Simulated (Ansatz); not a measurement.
Start from `[Cl][Hf]([Cl])([Cl])[Br]` and change one atom or group to get `[OH][Hf]([Cl])([Cl])[Cl]`.

Ansatz, PBE0-D4/def2-TZVP geometries, multiplicity 1. Each molecule was computed in one conformer, which needn't be the lowest.

Elements past krypton have def2 core potentials. Scalar relativity is left out up to krypton. Spin–orbit coupling is left out; it splits and shifts lone-pair levels of the heavy atoms by tenths of an eV.

```csv
property,`[Cl][Hf]([Cl])([Cl])[Br]`
zero-point energy (PBE0-D4/def2-TZVP) / kJ/mol,11.4
LUMO energy (PBE0/def2-TZVPP) / eV,-2.19
HOMO–LUMO gap (ωB97M-V/def2-TZVPP) / eV,11.30
size of the dipole moment (PBE/def2-TZVPP) / D,0.08
HOMO energy (B3LYP/def2-TZVPP) / eV,-8.93
"ideal-gas entropy at 298 K and 1 bar (rigid rotor, harmonic PBE0-D4/def2-TZVP) / J/(mol·K)",398
```

Q: Give the same properties after the change, and the shifts. (Best estimate.)

A: The calculation gave: 
| property | `[OH][Hf]([Cl])([Cl])[Cl]` | shift |
| --- | --- | --- |
| zero-point energy (PBE0-D4/def2-TZVP) / kJ/mol | 41.7 | 30.3 |
| LUMO energy (PBE0/def2-TZVPP) / eV | -1.40 | 0.79 |
| HOMO–LUMO gap (ωB97M-V/def2-TZVPP) / eV | 12.21 | 0.91 |
| size of the dipole moment (PBE/def2-TZVPP) / D | 2.80 | 2.72 |
| HOMO energy (B3LYP/def2-TZVPP) / eV | -9.01 | -0.08 |
| ideal-gas entropy at 298 K and 1 bar (rigid rotor, harmonic PBE0-D4/def2-TZVP) / J/(mol·K) | 390 | -8 |

With PBE0 the HOMO falls by 0.08 eV and the LUMO rises by 0.79 eV, so the gap widens by about 0.87 eV. PBE moves the HOMO by 0.01 eV and ωB97M-V by -0.12 eV. The zero-point energy changes by 30.3 kJ/mol with +3 modes. Dipoles are sizes alone; their direction can turn.

B3LYP here is the variant with VWN-RPA as its local correlation; programs differ in this.
